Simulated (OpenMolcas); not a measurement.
Sm4+: CASPT2 settings compared

```yaml
Program: OpenMolcas
Basis: ANO-RCC-VTZP [8s7p5d3f2g1h]
Scalar_Hamiltonian: DKH4, point nucleus
Active_space: 4 electrons in 7 orbitals (4f)
State_averaging: 2S+1 = 5 even, 35 roots (30 in the spin-orbit step); 2S+1 = 3 even, 117 roots kept (CI in the orbitals of an earlier block, 60 in the spin-orbit step); 2S+1 = 1 even, 75 roots kept (CI in the orbitals of an earlier block, 0 in the spin-orbit step)
Spin-orbit_coupling: state interaction with AMFI integrals over the reference wave functions, term energies averaged over their components
```

Methods on the same reference wave functions:
A. CASSCF
B. SS-CASPT2, IPEA 0.75 Eh, imaginary shift 0.3 Eh (closed shells correlated: none)
C. SS-CASPT2, IPEA 0.5 Eh, imaginary shift 0.4 Eh (closed shells correlated: 5s 5p)
D. SS-CASPT2, IPEA 0.1 Eh, sigma1 regulariser 0.1 Eh (closed shells correlated: 5s 5p)

Energies in cm⁻¹ above 4f⁴ ⁵I₄.

```
  Level      A      B      C      D
4f⁴ ⁵I₄    0.0    0.0    0.0    0.0
4f⁴ ⁵I₅   2017   2030   2040   2040
4f⁴ ⁵I₆   4247   4280   4280   4290
4f⁴ ⁵I₇   6583   6610   6620   6630
4f⁴ ⁵I₈   8945   8970   8970   8970
4f⁴ ⁵F₁  18608  17550  16480  16230
4f⁴ ⁵F₂  19547  18500  17420  17170
4f⁴ ⁵F₃  20860  19830  18740  18500
4f⁴ ⁵S₂  21388  20410  19330  18990
4f⁴ ⁵F₄  22234  21190  20120  19880
4f⁴ ³K₆  22932  22460  22580  22190
4f⁴ ⁵F₅  23565  22500  21450  21200
4f⁴ ³K₇  24610  24150  24230  23860
```

Among B to D the level of the table that moves most is 4f⁴ ⁵S₂, by 1400 cm-1 (lowest in D, highest in B). Moves below CASPT2's spread within the term are not significant.

From A to B the spin-free energies of the other terms of 4f⁴ shown, above ⁵I, scale by factors of 0.94 to 0.97.

The lowest spin-free term lies below A's lowest term by 0.028 hartree in B, 0.308 hartree in C, 0.317 hartree in D.

CASPT2 does not keep the components of a term degenerate, so their means are used; among the terms shown or strongly mixed into the levels shown the widest spread is 360 cm-1 (4f⁴ ⁵I, D). High states are left out of the spin-orbit mixing, which shifts the levels that they would mix with. Terms from blocks run as CI alone lack orbitals of their own. Without dynamic correlation excited terms often stand tens of per cent too high (terms of higher spin than the ground term too low), and those without a measured partner can miss by more than the paired ones (holds for A). The CASPT2 spread within a term exceeds the gap to the next term for 4f⁴ ⁵F and 4f⁴ ⁵S, so the order of their levels is uncertain, and so are names and mixing where such terms share a J (holds for B; C). Levels of configurations outside the active space are missing. Levels that lie high or do not pair safely by name in every column are left out.
